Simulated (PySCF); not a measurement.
## Correlation energy of P⁺ (phosphorus, charge +1)

[Ne] 3s2 3p2, high-spin 3P determinant. Computed with PySCF 2.14 in cc-pVDZ-DK (4s3p1d, 18 functions), with scalar relativity by spin-free X2C-1e. Frozen: [Ne]; 4 electrons correlated.

MP2 pair energies summed by pair of shells (mhartree):

```csv
pair,energy,share (%)
3s-3p,-29.67,60.1
3s-3s,-14.54,29.4
3p-3p,-5.17,10.5
```

Total MP2 correlation energy: -49.39 mhartree.

Same-spin part -8.13 and opposite-spin part -41.26 mhartree; SCS-MP2 scales them by 1/3 and 6/5 to -52.23 mhartree.

```tsv
level	correlation energy (mhartree)
CCSD	-69.85
(T)	-0.91
CCSD(T)	-70.76
```

Diagnostics: T1 = 0.0079, D1 = 0.0214, largest double amplitude 0.106.

Task: Is a single reference adequate?

Result: Mostly. T1 lies below 0.03, but a double amplitude of this size points to a near-degeneracy that CCSD handles and MP2 describes poorly.
